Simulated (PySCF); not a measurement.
In(H)(F)(OEt) (C2H6FInO), SMILES CC[O][InH][F].

The structure is a stationary point at B3LYP-D3(BJ)/def2-SVP. The structure was generated by enumeration; whether it is a known compound was not checked. The def2 effective core potentials stand for the cores of In; spin–orbit coupling is left out. One conformer was computed; it need not be the lowest.

Method: IEF-PCM-ωB97X/def2-SVP in PySCF.

The values are the electrostatic part of the solvation free energy, E(continuum) − E(gas) at the gas-phase geometry, in a cavity of scaled van der Waals radii (PySCF's table); cavitation and dispersion terms are not included. A continuum can't describe solvent molecules that bind to the metal. In vacuum the orbital gap is 10.48 eV. The dipole moment in vacuum is 1.73 D.

```tsv
solvent	ε	ΔG(elec) (kcal/mol)	dipole (D)	gap (eV)
water	78.36	-9.5	2.21	11.07
n-hexane	1.88	-3.5	1.91	10.69
cyclohexanone	15.62	-8.7	2.17	11.02
```
